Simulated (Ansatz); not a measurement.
Ansatz results at the PBE0-D4/def2-TZVP geometry: HOMO–LUMO gap (PBE/def2-TZVPP) 4.79 eV; HOMO energy (ωB97M-V/def2-TZVPP) -8.35 eV; LUMO energy (ωB97M-V/def2-TZVPP) 2.40 eV.

Each molecule was computed in one conformer, which needn't be the lowest.

(1) Which molecule gave them?
A. `C=CNCC`
B. `C[SiH](C)N([SiH](C)C)[Si](C)(C)C`
C. `Cl[SiH2][NH][GeH3]`
D. `CC[N]([GeH3])C(C)C`

Answers

(1) D. The others give `C=CNCC`: 4.64, -7.92, 2.65; `Cl[SiH2][NH][GeH3]`: 5.60, -10.09, 1.64; `C[SiH](C)N([SiH](C)C)[Si](C)(C)C`: 5.67, -9.17, 2.12.
